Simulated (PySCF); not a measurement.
Symmetry of computed structures. Level of theory: PBE0-D3(BJ)/def2-SVP geometry optimisation, gas phase, def2 core potentials past Kr (PySCF). The symmetry is that of the one conformer found, every atom within 0.08 Å of its image; none is proved a minimum here. Atoms past krypton carry def2 core potentials. The geometries of the anions come from a basis without diffuse functions.

Problem. Point group, rotor type and polarity of `[O]=[W](=[O])([O-])[O-]`?

Solution. Td; spherical top; symmetry number 12; 24 operations, which sort the 5 atoms into 2 sets; dipole about the centre of mass forbidden by symmetry (computed 0.01 D); A, B, C = 3692, 3690, 3685 MHz.

Problem. Point group, rotor type and polarity of `[F:1][P:2]([F:3])[P:4]([F:5])[F:6]` with F1–P2–P4–F5 180°?

Solution. C2h; asymmetric top; symmetry number 2; 4 operations, which sort the 6 atoms into 2 sets; dipole forbidden by symmetry (computed 0.01 D); A, B, C = 3593, 1802, 1369 MHz; heavy atoms equivalent by symmetry: F1/F3/F5/F6, P2/P4.

Problem. Point group, rotor type and polarity of [WO4]2- (`[O]=[W-2](=[O])(=[O])=[O]`)?

Solution. Td; spherical top; symmetry number 12; 24 operations, which sort the 5 atoms into 2 sets; dipole about the centre of mass forbidden by symmetry (computed 0.00 D); A, B, C = 3692, 3690, 3689 MHz.

Problem. `[BH3-][PH2+]F`: symmetry, top, dipole?

Solution. Cs; near-prolate asymmetric top; symmetry number 1; 2 operations, which sort the 8 atoms into 6 sets; dipole 3.05 D, in the ab plane, which is the mirror; A, B, C = 24845, 6043, 5334 MHz.

Problem. `[F:1][C:2]1([F:3])[CH2:4][CH2:5][CH2:6][CH2:7][CH2:8]1` with F1–C2–C4–C5 68°, C2–C4–C5–C6 54°, C4–C5–C6–C7 -55°, C5–C6–C7–C8 55°: symmetry, top, dipole?

Solution. Cs; asymmetric top; symmetry number 1; 2 operations, which sort the 18 atoms into 12 sets; dipole 2.33 D, in the ac plane, which is the mirror.
